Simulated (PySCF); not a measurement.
## Excitation energy of Ni by level of theory

Ni [Ar] 3d8 4s2 (3F) → Ni [Ar] 3d7 4s2 5s1 (5F), as a difference of total energies. All numbers are calculated (PySCF 2.14, the spin-free X2C one-electron Hamiltonian (Gaussian nucleus), in aug-cc-pVDZ-DK (7s6p4d2f, 59 functions)). Correlated levels: valence: [Ar] frozen. The calculations carry no spin-orbit coupling.

| method | excitation energy (eV) |
| --- | --- |
| UHF | 9.041 |
| MP2 (valence) | 11.118 |
| SCS-MP2 (valence) | 11.012 |
| CCSD (valence) | 10.786 |
| CCSD(T) (valence) | 10.873 |

How much does correlation contribute at CCSD(T) (valence)?

10.873 − (9.041) = 1.832 eV, measured against UHF.

The upper state lies above the first ionisation limit, but in LS coupling its spin forbids autoionisation to the ground ion. A Rydberg-like electron needs more diffuse functions than a valence basis has.

The promoted electron is Rydberg-like, and one or two diffuse shells describe it only roughly, which tends to raise the upper state.
